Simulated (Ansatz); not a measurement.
Program: Ansatz. Geometries: PBE0-D4/def2-TZVP. ΔE: electronic, gas phase. CBS: MP2 limit from def2 TZ/QZ plus the TZ coupled-cluster correction, frozen cores. DFT in def2-TZVPP. B3LYP here is the variant with VWN-RPA as its local correlation; programs differ in this. For Br, Ge outer-core shells are correlated without core-valence functions, which leaves a few kJ/mol of doubt a bond. Scalar relativity is left out up to krypton.

`[CH3][GeH]([CH3])[Cl]` + `FBr` → `[CH3][Ge]([CH3])([F])[Cl]` + HBr  (formal exchange of groups at a Ge–H bond)

`[CH3][GeH]([CH3])[Cl]`:

```xyz
11

C     0.947    1.372   -0.013
Ge   -0.125   -0.107   -0.674
C    -0.975   -1.132    0.740
Cl    1.238   -1.459   -1.693
H     1.696    1.001    0.688
H     0.311    2.097    0.499
H     1.454    1.869   -0.840
H    -1.133    0.345   -1.747
H    -0.220   -1.492    1.440
H    -1.688   -0.505    1.280
H    -1.503   -1.987    0.319
```

`FBr`:

Cartesian coordinates in Å:
```
F 0.079 -0.724 -0.488
Br -0.079 0.724 0.488
```

`[CH3][Ge]([CH3])([F])[Cl]`:

Z-matrix (Å, degrees):
```
C
Ge 1 1.930
H 1 1.091 2 109.8
H 1 1.091 2 110.1 3 120.5
H 1 1.090 2 109.2 3 -119.8
C 2 1.930 1 119.4 3 -57.9
F 2 1.740 1 106.8 3 63.3
Cl 2 2.153 1 108.9 3 176.2
H 6 1.090 2 109.2 1 177.6
H 6 1.091 2 110.1 1 -62.7
H 6 1.091 2 109.8 1 57.8
```

HBr:

Cartesian coordinates in Å:
```
Br 0.454 -0.315 0.446
H -0.454 0.315 -0.446
```

| level | ΔE (kJ/mol) |
| --- | --- |
| PBE | -298.9 |
| B3LYP | -308.2 |
| HF/def2-TZVPP | -341.6 |
| MP2/def2-QZVPP | -337.1 |

(1) What does CCSD(T)/CBS give? (Estimate.)

Largest T1 diagnostic among the species: 0.010.

Results:

(1) Ansatz gave: -324.1 kJ/mol. The listed levels differ from it by 25.2, 15.9, -17.5, -13.0 kJ/mol.

From PBE to PBE0 (25 % exact exchange), in def2-TZVPP and without D4, ΔE moves by −15.7 kJ/mol.
